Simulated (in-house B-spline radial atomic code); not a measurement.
Relativistic effects in Sn VIII (Sn7+), [Kr] 4d7: non-relativistic Hartree-Fock (point nucleus) against Dirac-Hartree-Fock (Fermi nucleus of rms radius 4.6519 fm), both averages of the configuration, computed with an all-electron radial atomic-structure program (B-spline basis).

```json
{"orbital": "1s1/2", "ε NR (Eh)": "-1045.4", "ε Dirac (Eh)": "-1083.5", "<r> NR (bohr)": "0.03042", "<r> Dirac (bohr)": "0.02905", "change of <r> (%)": "-4.5"}
{"orbital": "2s1/2", "ε NR (Eh)": "-161.14", "ε Dirac (Eh)": "-170.49", "<r> NR (bohr)": "0.1312", "<r> Dirac (bohr)": "0.1249", "change of <r> (%)": "-4.8"}
{"orbital": "2p1/2", "ε NR (Eh)": "-150.66", "ε Dirac (Eh)": "-159.06", "<r> NR (bohr)": "0.1122", "<r> Dirac (bohr)": "0.1059", "change of <r> (%)": "-5.6"}
{"orbital": "2p3/2", "ε NR (Eh)": "-150.66", "ε Dirac (Eh)": "?", "<r> NR (bohr)": "0.1122", "<r> Dirac (bohr)": "?", "change of <r> (%)": "?"}
{"orbital": "3s1/2", "ε NR (Eh)": "-35.695", "ε Dirac (Eh)": "-37.675", "<r> NR (bohr)": "0.3502", "<r> Dirac (bohr)": "0.337", "change of <r> (%)": "-3.8"}
{"orbital": "3p1/2", "ε NR (Eh)": "-31.31", "ε Dirac (Eh)": "-32.992", "<r> NR (bohr)": "0.3417", "<r> Dirac (bohr)": "0.3284", "change of <r> (%)": "-3.9"}
{"orbital": "3p3/2", "ε NR (Eh)": "-31.31", "ε Dirac (Eh)": "-31.389", "<r> NR (bohr)": "0.3417", "<r> Dirac (bohr)": "0.3391", "change of <r> (%)": "-0.7"}
{"orbital": "3d3/2", "ε NR (Eh)": "-23.265", "ε Dirac (Eh)": "-23.201", "<r> NR (bohr)": "0.3135", "<r> Dirac (bohr)": "0.3114", "change of <r> (%)": "-0.7"}
{"orbital": "3d5/2", "ε NR (Eh)": "-23.265", "ε Dirac (Eh)": "-22.875", "<r> NR (bohr)": "0.3135", "<r> Dirac (bohr)": "0.3148", "change of <r> (%)": "+0.4"}
{"orbital": "4s1/2", "ε NR (Eh)": "-9.3335", "ε Dirac (Eh)": "-9.7462", "<r> NR (bohr)": "0.8316", "<r> Dirac (bohr)": "0.8057", "change of <r> (%)": "-3.1"}
{"orbital": "4p1/2", "ε NR (Eh)": "-7.7334", "ε Dirac (Eh)": "?", "<r> NR (bohr)": "0.8706", "<r> Dirac (bohr)": "?", "change of <r> (%)": "?"}
{"orbital": "4p3/2", "ε NR (Eh)": "-7.7334", "ε Dirac (Eh)": "-7.7459", "<r> NR (bohr)": "0.8706", "<r> Dirac (bohr)": "0.8669", "change of <r> (%)": "-0.4"}
{"orbital": "4d3/2", "ε NR (Eh)": "-5.1216", "ε Dirac (Eh)": "-5.1048", "<r> NR (bohr)": "0.977", "<r> Dirac (bohr)": "0.9759", "change of <r> (%)": "-0.1"}
{"orbital": "4d5/2", "ε NR (Eh)": "-5.1216", "ε Dirac (Eh)": "-5.057", "<r> NR (bohr)": "0.977", "<r> Dirac (bohr)": "0.9851", "change of <r> (%)": "+0.8"}
```

Problem. What happens to 2p3/2?

Solution. Its energy goes to -150.55 hartree and <r> to 0.1112 bohr (-0.83 %).

Problem. What happens to 4p1/2?

Solution. Its energy goes to -8.0541 hartree and <r> to 0.8434 bohr (-3.13 %).

Problem. What explains the pattern of contraction and expansion?

Solution. Expansion is seen in 3d5/2, 4d5/2. The s and p1/2 orbitals contract directly, screen the nucleus better, and so push out orbitals that have little density near the nucleus; spin-orbit coupling adds to this for j = l + 1/2 and opposes it for j = l - 1/2.

Problem. By how much does the total energy change?

Solution. By -153.24 hartree, from -6009.154 to -6162.392.
